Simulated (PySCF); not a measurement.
Gas-phase reaction: GeH4 + 4 C4H6 (butadiene) = Ge(CH3)4 + 4 C3H4 (allene)

Method: PySCF energies plus ideal-gas RRHO corrections (1 bar). † marks an energy on the PBE0/def2-TZVP geometry and frequencies; other levels use their own. MP2 and CCSD(T) freeze the core. 6-31G* has spherical d functions here. All species are closed-shell singlets. Ge: all electrons, no relativistic terms. MP2 isn't extrapolated to the basis-set limit; its ΔH°(298 K) is 162.5 kJ in def2-SVP and 100.5 kJ in def2-TZVPP. CCSD(T) isn't extrapolated to the basis-set limit. The harmonic model lacks anharmonicity and excited electronic states, which grow with temperature; levels with a mode under 35 cm⁻¹ are left out. Internal rotation in C4H6 (butadiene), Ge(CH3)4 is treated as a harmonic vibration of one conformer, which makes the entropy rough.

```
level               ΔE electronic, kJ  ΔH°(298 K), kJ  ΔS°(298 K), J/K  ΔG°(2000 K), kJ
------------------  -----------------  --------------  ---------------  ---------------
BLYP/def2-TZVP†                    99              97               24               13
CCSD(T)/def2-SVP†                 175             173               24               89
HF/6-31G*                         169             168               17               97
MP2/def2-SVP†                     164             162               24               78
MP2/def2-TZVPP†                   102             100               24               16
PBE/def2-TZVP†                     91              89               24                5
PBE0/def2-SVP†                    132             131               24               46
PBE0/def2-TZVP                    100              99               24               14
r2SCAN/def2-TZVP†                  92              91               24                6
LDA/def2-TZVP†                    103             101               24               17
ωB97M-V/def2-TZVP†                 86              84               24                0
```
ΔH° is lowest at ωB97M-V/def2-TZVP† and highest at CCSD(T)/def2-SVP†. No reference value is set beside these.
